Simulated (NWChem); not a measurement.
System: GeSiH$_{4}$Cl$_{2}$; SMILES [SiH3][GeH]([Cl])[Cl]

Here is an NWChem input.

```
start job
memory heap 200 mb stack 900 mb global 1100 mb
geometry units angstroms noautoz
  Si    -0.017204     2.215212    -0.278510
  Ge    -0.018204    -0.050824     0.486087
  Cl    -1.629223    -1.089025    -0.562339
  Cl     1.876624    -0.945586    -0.130661
  H      0.168633     2.175174    -1.766267
  H     -1.330150     2.854743     0.073795
  H      1.114068     2.955895     0.376317
  H     -0.191023    -0.368040     1.995578
end
basis spherical
  * library 6-31g*
end
dft
  xc xpbe96 cpbe96
  iterations 150
  vectors input atomic output neutral.movecs
end
task dft energy
charge 1
dft
  odft
  mult 2
  vectors input atomic output cation.movecs
end
task dft energy
```

Parts of the log:

```
             Northwest Computational Chemistry Package (NWChem) 7.3.0
             --------------------------------------------------------

 C1  symmetry detected

                             Geometry "geometry" -> ""
                             -------------------------

 Output coordinates in angstroms (scale by  1.889725989 to convert to a.u.)

  No.       Tag          Charge          X              Y              Z
 ---- ---------------- ---------- -------------- -------------- --------------
    1 Si                  14.0000     0.00377005     2.18284264    -0.31625739
    2 Ge                  32.0000     0.00004113    -0.07081852     0.48407142
    3 Cl                  17.0000    -1.76959425    -1.05006281    -0.34170812
    4 Cl                  17.0000     1.76563425    -1.05664286    -0.34187145
    5 H                    1.0000     0.00457682     2.11532198    -1.81458967
    6 H                    1.0000    -1.22796751     2.88447804     0.18121245
    7 H                    1.0000     1.23697452     2.88105830     0.18262905
    8 H                    1.0000    -0.00036080    -0.36046596     2.00891885

 Effective nuclear repulsion energy (a.u.)     537.6782007373

  pbe96 is a nonlocal functional; adding pw91lda local functional.

                                 NWChem DFT Module
                                 -----------------

 Summary of "ao basis" -> "ao basis" (spherical)
 ------------------------------------------------------------------------------
       Tag                 Description            Shells   Functions and Types
 ---------------- ------------------------------  ------  ---------------------
 Si                          6-31g*                  8       18   4s3p1d
 Ge                          6-31g*                 12       32   5s4p3d
 Cl                          6-31g*                  8       18   4s3p1d
 H                           6-31g*                  2        2   2s

            General Information
            -------------------
          SCF calculation type: DFT
          Wavefunction type:  closed shell.
          No. of atoms     :     8
          No. of electrons :    84
           Alpha electrons :    42
            Beta electrons :    42
          Charge           :     0
          Spin multiplicity:     1
          Use of symmetry is: off; symmetry adaption is: off
          Maximum number of iterations: 150
          AO basis - number of functions:    94
                     number of shells:    44
          Convergence on energy requested:  1.00D-06
          Convergence on density requested:  1.00D-05
          Convergence on gradient requested:  5.00D-04

              XC Information
              --------------
          PerdewBurkeErnzerhof Exchange Functional  1.000
            Perdew 1991 LDA Correlation Functional  1.000 local
           PerdewBurkeErnz. Correlation Functional  1.000 non-local

             Grid Information
             ----------------
          Grid used for XC integration:  medium
          Radial quadrature: Mura-Knowles
          Angular quadrature: Lebedev.
          Tag              B.-S. Rad. Rad. Pts. Rad. Cut. Ang. Pts.
          ---              ---------- --------- --------- ---------
          Si                  1.10       88          10.0       590
          Ge                  1.25      112          10.0       590
          Cl                  1.00       88          12.0       590
          H                   0.35       45          12.0       434
          Grid pruning is: on
          Number of quadrature shells:   556
          Spatial weights used:  Erf1

      Superposition of Atomic Density Guess
      -------------------------------------

 Sum of atomic energies:       -3284.73283959

      Non-variational initial energy
      ------------------------------

 Total energy =   -3285.584028
 1-e energy   =   -5640.059244
 2-e energy   =    1816.797015
 HOMO         =      -0.306150
 LUMO         =       0.015270

   convergence    iter        energy       DeltaE   RMS-Dens  Diis-err
 ---------------- ----- ----------------- --------- --------- ---------
 d= 0,ls=0.0,diis     1  -3288.1028878181 -3.83D+03  2.11D-02  5.91D-01
 d= 0,ls=0.0,diis     2  -3287.9952031124  1.08D-01  1.45D-02  1.10D+00
 d= 0,ls=0.0,diis     3  -3288.1774935352 -1.82D-01  2.37D-03  8.95D-02
 d= 0,ls=0.0,diis     4  -3288.1867795934 -9.29D-03  5.19D-04  1.02D-02
 d= 0,ls=0.0,diis     5  -3288.1873767950 -5.97D-04  1.47D-04  1.44D-04
  Resetting Diis
 d= 0,ls=0.0,diis     6  -3288.1873889978 -1.22D-05  5.41D-05  1.59D-05
 d= 0,ls=0.0,diis     7  -3288.1873911333 -2.14D-06  3.24D-05  1.08D-06
 d= 0,ls=0.0,diis     8  -3288.1873909263  2.07D-07  1.95D-05  2.24D-06
 d= 0,ls=0.0,diis     9  -3288.1873913417 -4.15D-07  2.59D-06  4.64D-08

         Total DFT energy =    -3288.187391341742
      One electron energy =    -5640.457269961696
           Coulomb energy =     1971.656797773763
    Exchange-Corr. energy =     -157.065119891068
 Nuclear repulsion energy =      537.678200737258

 Numeric. integr. density =       84.000013184375

                       DFT Final Molecular Orbital Analysis
                       ------------------------------------

 Vector   40  Occ=2.000000D+00  E=-2.844578D-01
              MO Center= -3.0D-03, -9.9D-01, -3.1D-01, r^2= 4.4D+00
   Bfn.  Coefficient  Atom+Function         Bfn.  Coefficient  Atom+Function
  ----- ------------  ---------------      ----- ------------  ---------------
    59      0.392980  3 Cl pz                77     -0.391873  4 Cl pz
    58     -0.325901  3 Cl py                76      0.326810  4 Cl py
    63      0.212338  3 Cl pz                81     -0.211756  4 Cl pz
    62     -0.182098  3 Cl py                80      0.182610  4 Cl py
    55     -0.154350  3 Cl pz                73      0.153915  4 Cl pz

 Vector   41  Occ=2.000000D+00  E=-2.777195D-01
              MO Center= -6.0D-03, -9.9D-01, -3.1D-01, r^2= 4.4D+00
   Bfn.  Coefficient  Atom+Function         Bfn.  Coefficient  Atom+Function
  ----- ------------  ---------------      ----- ------------  ---------------
    57      0.396474  3 Cl px                75      0.397040  4 Cl px
    58     -0.265379  3 Cl py                76      0.263190  4 Cl py
    59     -0.219203  3 Cl pz                77      0.218007  4 Cl pz
    61      0.210379  3 Cl px                79      0.210674  4 Cl px
    53     -0.154931  3 Cl px                71     -0.155151  4 Cl px

 Vector   42  Occ=2.000000D+00  E=-2.599876D-01
              MO Center= -1.4D-03, -1.5D-01, -1.2D-02, r^2= 5.2D+00
   Bfn.  Coefficient  Atom+Function         Bfn.  Coefficient  Atom+Function
  ----- ------------  ---------------      ----- ------------  ---------------
    58      0.336783  3 Cl py                76      0.336500  4 Cl py
     8      0.268008  1 Si py                30     -0.240464  2 Ge py
    59     -0.227582  3 Cl pz                77     -0.227365  4 Cl pz
    94      0.186597  8 H  s                 62      0.185561  3 Cl py
    80      0.185380  4 Cl py                31      0.139612  2 Ge pz

 Vector   43  Occ=0.000000D+00  E=-7.329710D-02
              MO Center= -1.1D-04,  7.9D-02,  9.1D-02, r^2= 5.3D+00
   Bfn.  Coefficient  Atom+Function         Bfn.  Coefficient  Atom+Function
  ----- ------------  ---------------      ----- ------------  ---------------
    28      0.864554  2 Ge s                 32     -0.601045  2 Ge s
    35      0.366619  2 Ge pz                12     -0.361245  1 Si py
    61      0.340930  3 Cl px                79     -0.340395  4 Cl px
    10      0.332991  1 Si s                 57      0.305214  3 Cl px
    60      0.304921  3 Cl s                 78      0.304774  4 Cl s

 Vector   44  Occ=0.000000D+00  E=-5.341282D-02
              MO Center=  1.1D-03,  3.6D-01,  3.5D-01, r^2= 4.8D+00
   Bfn.  Coefficient  Atom+Function         Bfn.  Coefficient  Atom+Function
  ----- ------------  ---------------      ----- ------------  ---------------
    33      0.707507  2 Ge px                29      0.626718  2 Ge px
    60      0.369550  3 Cl s                 78     -0.369775  4 Cl s
    90      0.318655  6 H  s                 92     -0.318081  7 H  s
    62      0.217479  3 Cl py                80     -0.218259  4 Cl py
    11      0.209709  1 Si px                25     -0.198568  2 Ge px

 Vector   45  Occ=0.000000D+00  E=-3.754829D-02
              MO Center=  1.9D-03,  1.1D+00,  2.7D-01, r^2= 5.5D+00
   Bfn.  Coefficient  Atom+Function         Bfn.  Coefficient  Atom+Function
  ----- ------------  ---------------      ----- ------------  ---------------
    12     -0.959165  1 Si py                10      0.891267  1 Si s
    34     -0.821927  2 Ge py                32     -0.783685  2 Ge s
    88     -0.503627  5 H  s                 94      0.428481  8 H  s
    28      0.425484  2 Ge s                 30     -0.346750  2 Ge py
     8     -0.291343  1 Si py                31     -0.238650  2 Ge pz

     Multipole analysis of the density
     ---------------------------------

     L   x y z        total         alpha         beta         nuclear
     -   - - -        -----         -----         ----         -------
     0   0 0 0      0.000000    -42.000000    -42.000000     84.000000

     1   1 0 0      0.002278      0.001139      0.001139     -0.000000
     1   0 1 0      0.997663      0.498831      0.498831      0.000000
     1   0 0 1      0.457262      0.228631      0.228631     -0.000000

     2   2 0 0    -45.933973   -218.072099   -218.072099    390.210226
     2   1 1 0      0.005041     -0.032950     -0.032950      0.070941
     2   1 0 1     -0.000987      0.005933      0.005933     -0.012852
     2   0 2 0    -42.411568   -245.858034   -245.858034    449.304499
     2   0 1 1     -0.542221      3.361757      3.361757     -7.265735
     2   0 0 2    -41.938244    -57.153356    -57.153356     72.368467

                                 NWChem DFT Module
                                 -----------------

            General Information
            -------------------
          SCF calculation type: DFT
          Wavefunction type:  spin polarized.
          No. of atoms     :     8
          No. of electrons :    83
           Alpha electrons :    42
            Beta electrons :    41
          Charge           :     1
          Spin multiplicity:     2
          Use of symmetry is: off; symmetry adaption is: off
          Maximum number of iterations: 150
          AO basis - number of functions:    94
                     number of shells:    44
          Convergence on energy requested:  1.00D-06
          Convergence on density requested:  1.00D-05
          Convergence on gradient requested:  5.00D-04

              XC Information
              --------------
          PerdewBurkeErnzerhof Exchange Functional  1.000
            Perdew 1991 LDA Correlation Functional  1.000 local
           PerdewBurkeErnz. Correlation Functional  1.000 non-local

             Grid Information
             ----------------
          Grid used for XC integration:  medium
          Radial quadrature: Mura-Knowles
          Angular quadrature: Lebedev.
          Tag              B.-S. Rad. Rad. Pts. Rad. Cut. Ang. Pts.
          ---              ---------- --------- --------- ---------
          Si                  1.10       88          10.0       590
          Ge                  1.25      112          10.0       590
          Cl                  1.00       88          12.0       590
          H                   0.35       45          12.0       434
          Grid pruning is: on
          Number of quadrature shells:   556
          Spatial weights used:  Erf1

      Superposition of Atomic Density Guess
      -------------------------------------

 Sum of atomic energies:       -3284.73283959

 Renormalizing density from      84.00 to     83

      Non-variational initial energy
      ------------------------------

 Total energy =   -3261.440055
 1-e energy   =   -5572.915681
 2-e energy   =    1773.797426
 HOMO         =      -0.572766
 LUMO         =      -0.272776

   convergence    iter        energy       DeltaE   RMS-Dens  Diis-err
 ---------------- ----- ----------------- --------- --------- ---------
 d= 0,ls=0.0,diis     1  -3287.6069610367 -3.83D+03  1.23D-02  8.56D-01
                                                     1.60D-02  8.58D-01
 d= 0,ls=0.0,diis     2  -3287.1826705757  4.24D-01  1.16D-02  1.56D+00
                                                     1.56D-02  1.45D+00
 d= 0,ls=0.0,diis     3  -3287.7090385708 -5.26D-01  4.38D-03  1.46D-01
                                                     7.37D-03  1.52D-01
 d= 0,ls=0.0,diis     4  -3287.8092845652 -1.00D-01  1.47D-03  2.71D-02
                                                     2.15D-03  2.58D-02
 d= 0,ls=0.0,diis     5  -3287.8273761514 -1.81D-02  3.47D-04  3.94D-04
                                                     6.20D-04  3.94D-04
  Resetting Diis
 d= 0,ls=0.0,diis     6  -3287.8272220734  1.54D-04  2.18D-04  4.33D-04
                                                     1.16D-03  4.77D-04
 d= 0,ls=0.0,diis     7  -3287.8265356333  6.86D-04  1.12D-03  1.04D-03
                                                     5.21D-03  1.24D-03
 d= 0,ls=0.0,diis     8  -3287.7855714971  4.10D-02  9.55D-04  4.04D-02
                                                     4.41D-03  4.43D-02
 d= 0,ls=0.0,diis     9  -3287.8271288158 -4.16D-02  2.04D-04  5.79D-04
                                                     4.19D-04  6.28D-04
 d= 0,ls=0.0,diis    10  -3287.8276298830 -5.01D-04  2.60D-05  8.02D-06
                                                     5.74D-05  9.02D-06
 d= 0,ls=0.0,diis    11  -3287.8276363811 -6.50D-06  1.06D-05  6.36D-07
                                                     1.69D-05  6.05D-07
 d= 0,ls=0.0,diis    12  -3287.8276368914 -5.10D-07  3.22D-06  1.08D-07
                                                     7.72D-06  1.18D-07

         Total DFT energy =    -3287.827636891408
      One electron energy =    -5622.579630255525
           Coulomb energy =     1953.806077395042
    Exchange-Corr. energy =     -156.732284768184
 Nuclear repulsion energy =      537.678200737258

 Numeric. integr. density =       83.000013047633

                    DFT Final Alpha Molecular Orbital Analysis
                    ------------------------------------------

 Vector   40  Occ=1.000000D+00  E=-4.943844D-01
              MO Center= -1.2D-04, -9.3D-01, -2.4D-01, r^2= 4.3D+00
   Bfn.  Coefficient  Atom+Function         Bfn.  Coefficient  Atom+Function
  ----- ------------  ---------------      ----- ------------  ---------------
    59      0.415802  3 Cl pz                77      0.416010  4 Cl pz
    58      0.276866  3 Cl py                76      0.276793  4 Cl py
    63      0.194952  3 Cl pz                81      0.195049  4 Cl pz
    55     -0.161209  3 Cl pz                73     -0.161289  4 Cl pz
    62      0.133227  3 Cl py                80      0.133168  4 Cl py

 Vector   41  Occ=1.000000D+00  E=-4.842542D-01
              MO Center= -4.0D-03, -9.7D-01, -3.1D-01, r^2= 4.5D+00
   Bfn.  Coefficient  Atom+Function         Bfn.  Coefficient  Atom+Function
  ----- ------------  ---------------      ----- ------------  ---------------
    57      0.402049  3 Cl px                75      0.402714  4 Cl px
    59     -0.265301  3 Cl pz                77      0.264581  4 Cl pz
    58     -0.246180  3 Cl py                76      0.244424  4 Cl py
    61      0.190000  3 Cl px                79      0.190313  4 Cl px
    53     -0.155242  3 Cl px                71     -0.155498  4 Cl px

[...]
```

Level: PBE/6-31G* (spherical d), vertical spin-unrestricted ions. Coordinates come from a PBE-D3(BJ)/def2-SVP optimisation.
